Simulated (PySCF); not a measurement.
## UHF on Si⁺ (silicon, charge +1)

Configuration: [Ne] 3s2 3p1, 2P determinant. Computed with PySCF 2.14 in Sapporo-DZP-2012, with the spin-free X2C one-electron Hamiltonian (Gaussian nucleus).

```json
{
  "Total energy": "-289.090334 hartree",
  "One-electron energy": "-396.4519 hartree",
  "Hartree (Coulomb) energy": "127.4384 hartree",
  "Exchange energy": "-20.0769 hartree",
  "⟨S²⟩": "0.7662",
  "⟨L²⟩": "2.049",
  "Sum of ⟨r⟩": "11.20 bohr",
  "Sum of ⟨r²⟩": "20.09 bohr²",
  "Traceless quadrupole moment −½Σ⟨3z² − r²⟩ along its main axis": "-2.88 e·bohr²",
  "Langevin diamagnetic susceptibility": "-15.9 ×10⁻⁶ cm³/mol",
  "Time after the integrals": "0.1 s of wall time on 1 thread of Neoverse-N1 (shared host)"
}
```

```
shell  electrons  mean orbital energy (eV)  spread (eV)  rms radius, mean of both spins (bohr)
 1s α          1                   -1887.0            0                                  0.129
 1s β          1                   -1886.8            0                                  0.129
 2s α          1                   -178.02            0                                  0.613
 2s β          1                   -177.84            0                                  0.613
 2p α          3                   -125.74        0.340                                  0.599
 2p β          3                   -125.39        0.447                                  0.599
 3s α          1                   -24.135            0                                   2.25
 3s β          1                   -21.736            0                                   2.25
 3p α          1                   -16.202            0                                   2.65
```

Densities and radii are taken from the X2C orbitals without a picture-change correction, which distorts them close to the nucleus.
